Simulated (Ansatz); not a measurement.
Cost and result up the ladder for Ag3H4 (the lowest doublet isomer of a short search) (7 atoms). Total charge 0; doublet. Geometry: PBE0-D4/def2-TZVP.

Cartesian coordinates in Å:
```
Ag 0.486 0.787 1.790
Ag -0.468 -0.323 -0.476
Ag 2.225 0.619 -0.259
H -1.063 0.103 1.266
H -1.976 -1.242 -1.728
H -1.366 -1.204 -2.191
H 2.163 1.259 1.597
```

Ansatz on 4 threads of Arm Neoverse N1 on a shared host. Times are rough, and most runs start from the orbitals of an earlier one. r2SCAN0-D4/def2-TZVP serves as the yardstick here, not as an exact answer. Differences are given only for rows in sets of like size (and for xTB, whose basis is part of the method), since another set adds its own error. Binding counts from free atoms at the same level (Ag doublet, H doublet; other spins of the atoms weren't run), without zero-point energy or a counterpoise term.

In the def2 sets Ag takes a core potential; there is no spin–orbit coupling. Correlated methods freeze no core orbitals; core or outer-core shells of Ag are correlated, in sets that lack core-valence functions. The rows differ in basis, and correlated rows in double-zeta sets carry the largest basis error. In the doublet, H5 and H6 lie 0.77 Å apart (atoms count from 1), so H2 has formed as a molecule. No other spin state of charge 0 was run. The structure comes from a short search, and lower isomers may exist.

Correlated methods converge slowly with the basis, most of all in double-zeta sets.

| level | functions | wall time | binding energy per atom (eV) | difference from r2SCAN0-D4/def2-TZVP (eV) |
| --- | --- | --- | --- | --- |
| HF/def2-TZVP | 144 | 3.2 s | 1.04 | -0.68 |
| PBE-D4/def2-SVP | 113 | 3.8 s | 1.72 | – |
| MP2/def2-TZVP | 144 | 4.6 s | 1.61 | -0.11 |
| BLYP-D4/def2-TZVP | 144 | 5 s | 1.72 | -0.01 |
| PBE-D4/def2-TZVP (with forces) | 144 | 5.5 s | 1.73 | 0.01 |
| PBE-D4/def2-TZVPD | 156 | 5.5 s | 1.74 | 0.01 |
| PBE0-D4/def2-TZVP | 144 | 6 s | 1.68 | -0.05 |
| PBE0-D4/def2-TZVPD | 156 | 7 s | 1.68 | -0.05 |
| BHLYP-D4/def2-TZVP | 144 | 8 s | 1.64 | -0.08 |
| r2SCAN-D4/def2-TZVP | 144 | 12 s | 1.79 | 0.06 |
| r2SCANh-D4/def2-TZVP | 144 | 14 s | 1.76 | 0.04 |
| r2SCAN0-D4/def2-TZVP | 144 | 14 s | 1.72 | 0.00 |
| r2SCAN-D4/def2-TZVPD | 156 | 15 s | 1.79 | 0.07 |
| CCSD(T)/def2-SVP | 113 | 4.7 min | 1.69 | – |
